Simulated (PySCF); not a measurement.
Nb(NEt)(OH)3, C2H8NNbO3 (singlet state).
Geometry (PBE0-D3(BJ)/def2-SVP, Å), atoms numbered from 1 in this order:
```xyz
15
C2H8NNbO3 angstrom
Nb    -0.2016   -0.4052   -1.5520
N     -0.1759   -0.3778    0.1955
C     -0.0748   -0.3021    1.6118
C      0.5192    1.0186    2.0817
H     -1.0739   -0.4445    2.0664
H      0.5485   -1.1391    1.9793
H      0.5970    1.0462    3.1796
H      1.5245    1.1614    1.6580
H     -0.1072    1.8640    1.7583
O      1.6248   -0.1520   -2.0951
H      1.9207   -0.1189   -3.0108
O     -1.3056    1.0041   -2.2031
H     -1.7811    1.7191   -1.7726
O     -0.8917   -2.0750   -2.1577
H     -1.1556   -2.8748   -1.6954
```

Method: PySCF 2.14.0, PBE0-D3(BJ)/def2-SVP geometry optimisation, gas phase, def2 core potentials past Kr.

Masses are those of the commonest isotopes; rigid-rotor values at the optimised geometry. The values belong to one conformer.

(1) Give the principal moments of inertia and the rotational constants in GHz.

(2) What kind of rotor is it?

(3) What does the inertial defect say?

(4) Give the other two planar moments, Paa and Pbb, and the rms extents of the mass along the axes.

(5) Which types of transition are allowed, and where do some lines up to J = 2 fall?

Results:

(1) Ia = 194.03, Ib = 479.58, Ic = 491.37 u·Å²; 505379 MHz·u·Å²/I gives 2605, 1054 and 1029 MHz, that is A = 2.6046, B = 1.0538, C = 1.0285 GHz.

(2) A near-prolate asymmetric top. Ray's parameter κ = (2B − A − C)/(A − C) = -0.968; −1 is the prolate and +1 the oblate limit.

(3) Not planar: Δ = Ic − Ia − Ib = -182.23 u·Å². For a rigid frame Δ = −2 Σ m c², so Σ m c² = 91.12 u·Å² lies off the ab plane: 12.02 from hydrogen and 79.10 from heavier atoms. The atom farthest from that plane is 2.31 Å away.

(4) Paa = Σ m a² = (Ib + Ic − Ia)/2 = 388.46 and Pbb = Σ m b² = (Ia + Ic − Ib)/2 = 102.91 u·Å². With the mass M = 186.96 u, the rms extents √(P/M) along a, b and c are 1.44, 0.74, 0.70 Å.

(5) The dipole components are |μa| = 0.59 D, |μb| = 0.56 D, |μc| = 0.72 D. Intensities carry the squares of the components, which stand as 0.67 : 0.60 : 1.00 (a : b : c). Some lines, for components of 0.1 D or more:

```tsv
type	branch	J(Ka,Kc)	MHz	lower level (cm⁻¹)
c	Q	2(1,2) ← 2(0,2)	1526	0.208
c	Q	1(1,1) ← 1(0,1)	1551	0.069
b	Q	1(1,0) ← 1(0,1)	1576	0.069
b	Q	2(1,1) ← 2(0,2)	1602	0.208
a	R	1(0,1) ← 0(0,0)	2082	0.000
b	R	2(0,2) ← 1(1,1)	2613	0.121
b	R	1(1,1) ← 0(0,0)	3633	0.000
c	R	1(1,0) ← 0(0,0)	3658	0.000
a	R	2(1,2) ← 1(1,1)	4139	0.121
a	R	2(0,2) ← 1(0,1)	4164	0.069
a	R	2(1,1) ← 1(1,0)	4190	0.122
c	Q	2(2,1) ← 2(1,1)	4652	0.262
b	Q	2(2,0) ← 2(1,1)	4653	0.262
b	Q	2(2,1) ← 2(1,2)	4728	0.259
b	R	2(1,2) ← 1(0,1)	5690	0.069
c	R	2(1,1) ← 1(0,1)	5766	0.069
b	R	2(2,1) ← 1(1,0)	8842	0.122
c	R	2(2,0) ← 1(1,0)	8843	0.122
c	R	2(2,1) ← 1(1,1)	8868	0.121
b	R	2(2,0) ← 1(1,1)	8868	0.121
```

No PBE0-D3(BJ)/def2-SVP frequencies stand behind this structure, so it isn't proved a minimum. No vibrational averaging or centrifugal distortion is included, and the geometry carries the error of its method. A rigid rotor knows nothing of internal rotation, which can split or shift real lines. Quadrupole hyperfine structure (14N) is left out.
